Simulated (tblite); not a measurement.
Compound: C₄H₁₂GeS.
Z-matrix (Å and degrees, GFN2-xTB geometry), rows numbered from 1:
```
C 
C   1  1.5236
C   2  1.5229  1  109.98
C   2  1.5226  1  110.09  3   121.55
Ge  2  2.0314  1  109.60  3  -118.36
S   5  2.2146  2  114.14  1   -55.84
H   1  1.0896  2  110.47  3   -58.23
H   1  1.0903  2  110.71  3  -177.85
H   1  1.0906  2  110.69  3    61.58
H   3  1.0894  2  110.28  1    61.56
H   3  1.0889  2  110.73  1   -58.38
H   3  1.0890  2  110.68  1  -178.54
H   4  1.0896  2  110.59  1  -179.78
H   4  1.0896  2  110.51  1   -59.88
H   4  1.0899  2  110.78  1    60.06
H   5  1.5231  2  110.99  1    66.13
H   5  1.5125  2  112.24  1  -174.92
H   6  1.3263  5   93.73  2    63.33
```

Level: GFN2-xTB in tblite, geometry and Hessian alike; calculated harmonic values, unscaled, isolated species. Against measured fundamentals such values can be off by several per cent, at times by over 20. Modes of hydrogen on germanium and sulfur can be 10 to 20 % off. One conformer, not necessarily the lowest.

Harmonic wavenumbers (cm⁻¹): 31.8, 89.5, 143.0, 193.4, 208.7, 231.3, 253.8, 264.4, 277.2, 351.3, 382.2, 390.1, 411.2, 519.6, 575.1, 651.1, 736.5, 813.3, 855.2, 964.2, 970.4, 970.9, 1029.8, 1030.5, 1192.9, 1232.2, 1234.6, 1405.5, 1407.3, 1426.4, 1485.1, 1486.5, 1489.4, 1502.7, 1502.9, 1505.8, 1821.5, 1938.2, 2428.3, 2990.3, 2994.0, 2998.3, 3000.9, 3003.7, 3005.7, 3010.2, 3011.1, 3015.0.

A = 2949, B = 1216, C = 1078 MHz; mass 165.987 u (most abundant isotopes); point group C1, symmetry number 1.

Question: What is the zero-point energy?

Answer: Half the sum of the wavenumbers: 31216 cm⁻¹ = 89.25 kcal/mol.

Question: What is S at 500 K and 1 bar for an ideal gas of classical rigid rotors and harmonic oscillators?

Answer: Translation 43.82, rotation 30.35, vibration 49.95: S = 124.1 cal/(mol K).

Question: And Cp and H(500 K) − H(0)?

Answer: Cp = 54.40 cal/(mol K), of which vibrations give 46.45 (their classical limit is 48 R = 95.4); H(500 K) − H(0) = 16.67 kcal/mol without the zero-point energy, 12.69 from vibrations.

Question: Which modes carry the vibrational entropy at 500 K?

Answer: 31.8 cm⁻¹: 6.74; 89.5 cm⁻¹: 4.69; 143.0 cm⁻¹: 3.77; 193.4 cm⁻¹: 3.18; 208.7 cm⁻¹: 3.03; 231.3 cm⁻¹: 2.83 cal/(mol K); the other 42 give 25.72 together.

Question: Blend soft modes into free rotors: weight 1/[1 + (100 cm⁻¹/ν̃)⁴] for the oscillator and the rest for a rotor with moment μB/(μ + B), μ = h/(8π²ν), B = 10⁻⁴⁴ kg m². What vibrational entropy results?

Answer: 46.79 cal/(mol K) in place of 49.95, which changes −T·S at 500 K by +1.58 kcal/mol.

Question: How do the functions run with temperature in this model?

Answer: 
```json
{"T (K)": "150", "S (cal/(mol K))": "78.5", "Cp (cal/(mol K))": "25.2", "H − H(0) (kcal/mol)": "2.39", "G − H(0) (kcal/mol)": "-9.39", "ln q(vib)": "2.98"}
{"T (K)": "250", "S (cal/(mol K))": "93.7", "Cp (cal/(mol K))": "34.8", "H − H(0) (kcal/mol)": "5.40", "G − H(0) (kcal/mol)": "-18.02", "ln q(vib)": "5.71"}
{"T (K)": "298.15", "S (cal/(mol K))": "100.2", "Cp (cal/(mol K))": "39.0", "H − H(0) (kcal/mol)": "7.18", "G − H(0) (kcal/mol)": "-22.68", "ln q(vib)": "7.03"}
{"T (K)": "400", "S (cal/(mol K))": "112.8", "Cp (cal/(mol K))": "47.2", "H − H(0) (kcal/mol)": "11.58", "G − H(0) (kcal/mol)": "-33.54", "ln q(vib)": "9.76"}
{"T (K)": "600", "S (cal/(mol K))": "134.6", "Cp (cal/(mol K))": "60.5", "H − H(0) (kcal/mol)": "22.42", "G − H(0) (kcal/mol)": "-58.34", "ln q(vib)": "14.87"}
{"T (K)": "900", "S (cal/(mol K))": "161.9", "Cp (cal/(mol K))": "74.2", "H − H(0) (kcal/mol)": "42.79", "G − H(0) (kcal/mol)": "-102.96", "ln q(vib)": "21.89"}
```

q(vib) and H(0) count from the zero-point level.

Question: What must be added to the electronic energy to get the Gibbs energy at 500 K and 1 bar?

Answer: ZPE + [H(500 K) − H(0)] − T·S = 89.25 + 16.67 − 62.06 = 43.86 kcal/mol.

Hindered rotation and anharmonicity are outside this model. Other conformers, if any are populated, would add a mixing term that is left out. The structure is chiral; the term R ln 2 for an equal mix with its mirror image is left out.
